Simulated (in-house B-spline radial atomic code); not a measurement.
## RPA and G0W0 on LDA VWN5: Br²⁺

Configuration [Ar] 3d10 4s2 4p3, highest spin, mean-field start LDA VWN5. Computed with an all-electron radial atomic-structure program (B-spline basis): all electrons, non-relativistic, point nucleus, each spin shell either full or empty, empty states to l = 9 with an (l + 1/2)⁻⁴ tail; G0W0 by contour deformation at full frequency.

Command:
```bash
python run_gw.py task.json out
```
Settings (radii: box in bohr, nucleus in fm):
```
Z                        35
electrons                33
configuration            [Ar] 3d10 4s2 4p3
hamiltonian              nr
method                   lda,vwn
lmax                     9
spin_polarised           True
box_radius               17.55
intervals                52
```

Time taken, with all properties: 3.9 s on 1 thread of Arm Neoverse N1, with other jobs on the host.

Energies (hartree):

| term | value |
| --- | --- |
| mean-field total | -2569.38413 |
| Hartree-Fock functional on these orbitals | -2571.26907 |
| direct second order | -2.8114 |
| second-order exchange | 0.82078 |
| SOSEX correction | 0.75079 |

What is the RPA correlation energy, and what remains with SOSEX?

RPA gives -2.4245 hartree (-2 eV per electron); RPA + SOSEX gives -1.6737, and the second-order doubles -1.9907 hartree (no singles). RPA lacks exchange-type terms and so overcorrelates at short range.

Quasi-particle levels (eV):

```tsv
level	occupied	mean field	Σx - vxc	Σc	QP weight	G0W0
4p up	yes	-29.435	-5.61	?	?	?
4s down	yes	-39.44	-3.02	-2.19	0.922	-44.65
4p down	no	-26.701	7.68	-2.86	0.925	-21.875
```

G0W0 = mean field + (Σx - vxc) + Σc, with Σc (partial-wave tail included) taken at the quasi-particle energy. Only the outer levels were computed. Levels of low weight are left out.

Where does G0W0 put 4p up?

At -35.23 eV, with Σc = -0.19 eV and a quasi-particle weight of 0.924. The tabulated removal energy is 34.871 ± 0.019 eV (NIST, measured); the calculation leaves out relativity, Breit and QED terms, and what these don't explain is the method's own error.
